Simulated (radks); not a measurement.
The numbers below are computed, except where a source is named.
Task: These are the eigenvalues of the occupied orbitals of an atom or ion with whole-number occupations (hartree). Code: a radial shooting solver on a logarithmic mesh with Libxc functionals. Model: Dirac Kohn-Sham, PBE, spin-unpolarised, spherical densities, finite nucleus; Fermi nuclear charge, rms radius of each element as measured or else 0.836 A^(1/3) + 0.57 fm.

1s1/2: -162.7673
2s1/2: -18.64785
2p1/2: -15.59666
2p3/2: -15.42617
3s1/2: -3.17590
3p1/2: -2.38718
3p3/2: -2.36723

Which element is it, and in what charge state? The configuration may be excited. Open shells, if any, fill j = l - 1/2 first.

Result: Z = 21, scandium, charge +3: Sc3+ in [Ar]. The list shows which subshells hold electrons but not how many an open one holds; the 1s level, -162.77 hartree, gives Z - s = 18.0 by -(Z - s)^2/2, which with screening and relativity narrows Z to a few neighbours, and the depths of the outer levels then fix element, charge and occupations together.
